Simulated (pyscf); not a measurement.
**`[CH3][BH][OH]`, singlet**

Gas-phase minimum from PySCF at ωB97X-D3(BJ)/def2-SVP, one conformer. 

```
B
O 1 1.3576
H 2 0.9648 1 112.77
H 1 1.2135 2 114.93 3 179.95
C 1 1.5789 4 121.54 2 180.00
H 5 1.1032 1 114.78 4 179.87
H 5 1.1039 6 108.34 1 122.87
H 5 1.1039 6 108.33 7 114.29
```

Properties at ωB97X-D3(BJ)/def2-SVP:

```yaml
harmonic_wavenumbers_unscaled: 119, 393, 563, 782, 785, 934, 985, 1081, 1194, 1313, 1406, 1442, 1472, 2607, 3051, 3144, 3148, 3887 cm⁻¹
zero_point_energy: 40.5 kcal/mol
rotational_symmetry_number: 1
Entropy of this conformer at 298 K and 1 atm, rigid rotor and harmonic oscillator, modes under 100 cm⁻¹ raised to 100: 271.8 J/(mol K)
dipole_moment: 1.91 D
```

Single-point totals, which compare only within one level (frozen core for MP2 and CC):

```
level                   total energy (hartree)
----------------------  ----------------------
ωB97X-D3(BJ)/def2-TZVP              -141.35502
PBE/def2-TZVP                       -141.10887
r²SCAN/def2-TZVP                    -141.21189
B3LYP-D3(BJ)/def2-TZVP              -141.31391
PBE0-D3(BJ)/def2-TZVP               -141.12824
M06-2X/def2-TZVP                    -141.23229
ωB97M-D3(BJ)/def2-TZVP              -141.33072
HF/def2-TZVPP                       -140.43922
MP2/def2-TZVPP                      -140.96357
CCSD/def2-TZVPP                     -140.99107
CCSD(T)/def2-TZVPP                  -141.01049
```

Soft torsions are taken as harmonic, which can shift the entropy by several J/(mol K). The CCSD(T) − MP2 part came from Ansatz, without density fitting, on the same reference.
